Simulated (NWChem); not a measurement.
System: sulfolane (C4H8O2S); SMILES C1CS(CC1)(=O)=O

Here is an NWChem input.

```
start job
memory heap 200 mb stack 900 mb global 1100 mb
geometry units angstroms noautoz
  O      1.211205     0.412165     1.530663
  S      0.000000     0.000000     0.802167
  O     -1.211205    -0.412165     1.530663
  C     -0.442666     1.288478    -0.438742
  C      0.101127     0.765813    -1.772883
  C     -0.101127    -0.765813    -1.772883
  C      0.442666    -1.288478    -0.438742
  H     -1.533560     1.359998    -0.433130
  H     -0.004817     2.230673    -0.103521
  H     -0.407756     1.240666    -2.617632
  H      1.169239     0.998906    -1.857460
  H      0.407756    -1.240666    -2.617632
  H     -1.169239    -0.998906    -1.857460
  H      0.004817    -2.230673    -0.103521
  H      1.533560    -1.359998    -0.433130
end
basis spherical
  * library sto-3g
end
dft
  xc pbe0
  iterations 150
  mulliken
end
task dft energy
```

Excerpt of the output:

```
             Northwest Computational Chemistry Package (NWChem) 7.3.0
             --------------------------------------------------------

 C2  symmetry detected

                             Geometry "geometry" -> ""
                             -------------------------

 Output coordinates in angstroms (scale by  1.889725989 to convert to a.u.)

  No.       Tag          Charge          X              Y              Z
 ---- ---------------- ---------- -------------- -------------- --------------
    1 O                    8.0000     1.18087778     0.49236695     1.51875216
    2 S                   16.0000     0.00000000     0.00000000     0.79025616
    3 O                    8.0000    -1.18087778    -0.49236695     1.51875216
    4 C                    6.0000    -0.52797527     1.25593426    -0.45065284
    5 C                    6.0000     0.04960507     0.77086676    -1.78479384
    6 C                    6.0000    -0.04960507    -0.77086676    -1.78479384
    7 C                    6.0000     0.52797527    -1.25593426    -0.45065284
    8 H                    1.0000    -1.62120988     1.25422461    -0.44504084
    9 H                    1.0000    -0.15421861     2.22534084    -0.11543184
   10 H                    1.0000    -0.48994118     1.21056793    -2.62954284
   11 H                    1.0000     1.09970560     1.07497937    -1.86937084
   12 H                    1.0000     0.48994118    -1.21056793    -2.62954284
   13 H                    1.0000    -1.09970560    -1.07497937    -1.86937084
   14 H                    1.0000     0.15421861    -2.22534084    -0.11543184
   15 H                    1.0000     1.62120988    -1.25422461    -0.44504084

 Effective nuclear repulsion energy (a.u.)     424.6294534720

      Symmetry information
      --------------------

 Group name             C2
 Group number              4
 Group order               2
 No. of unique centers     8

                                 NWChem DFT Module
                                 -----------------

 Summary of "ao basis" -> "ao basis" (spherical)
 ------------------------------------------------------------------------------
       Tag                 Description            Shells   Functions and Types
 ---------------- ------------------------------  ------  ---------------------
 O                           sto-3g                  3        5   2s1p
 S                           sto-3g                  5        9   3s2p
 C                           sto-3g                  3        5   2s1p
 H                           sto-3g                  1        1   1s

      Symmetry analysis of basis
      --------------------------

        a          24
        b          23

            General Information
            -------------------
          SCF calculation type: DFT
          Wavefunction type:  closed shell.
          No. of atoms     :    15
          No. of electrons :    64
           Alpha electrons :    32
            Beta electrons :    32
          Charge           :     0
          Spin multiplicity:     1
          Use of symmetry is: on ; symmetry adaption is: on
          Maximum number of iterations: 150
          AO basis - number of functions:    47
                     number of shells:    31
          Convergence on energy requested:  1.00D-06
          Convergence on density requested:  1.00D-05
          Convergence on gradient requested:  5.00D-04

              XC Information
              --------------
                         PBE0 Method XC Functional
                     Hartree-Fock (Exact) Exchange  0.250
          PerdewBurkeErnzerhof Exchange Functional  0.750
            Perdew 1991 LDA Correlation Functional  1.000 local
           PerdewBurkeErnz. Correlation Functional  1.000 non-local

             Grid Information
             ----------------
          Grid used for XC integration:  medium
          Radial quadrature: Mura-Knowles
          Angular quadrature: Lebedev.
          Tag              B.-S. Rad. Rad. Pts. Rad. Cut. Ang. Pts.
          ---              ---------- --------- --------- ---------
          O                   0.60       49          11.0       434
          S                   1.00       88          10.0       590
          C                   0.70       49          10.0       434
          H                   0.35       45          11.0       434
          Grid pruning is: on
          Number of quadrature shells:   415
          Spatial weights used:  Erf1

      Superposition of Atomic Density Guess
      -------------------------------------

 Sum of atomic energies:        -693.11336212

      Non-variational initial energy
      ------------------------------

 Total energy =    -694.575239
 1-e energy   =   -1808.248390
 2-e energy   =     689.043698
 HOMO         =      -0.124145
 LUMO         =       0.394164

      Symmetry analysis of molecular orbitals - initial
      -------------------------------------------------

  Numbering of irreducible representations:

     1 a           2 b

  Orbital symmetries:

     1 a           2 a           3 b           4 a           5 b
     6 a           7 b           8 a           9 b          10 a
    11 b          12 a          13 b          14 a          15 b
    16 a          17 b          18 a          19 b          20 a
    21 b          22 a          23 b          24 a          25 b
    26 a          27 b          28 a          29 a          30 b
    31 a          32 b          33 a          34 b          35 a
    36 b          37 a          38 b          39 b          40 a
    41 a          42 b

     ---------------------------------------------
      Total Density - Mulliken Population Analysis
     ---------------------------------------------

[...]
```

Level: PBE0/STO-3G. Structure relaxed at the B3LYP/6-31G* (spherical d) level.
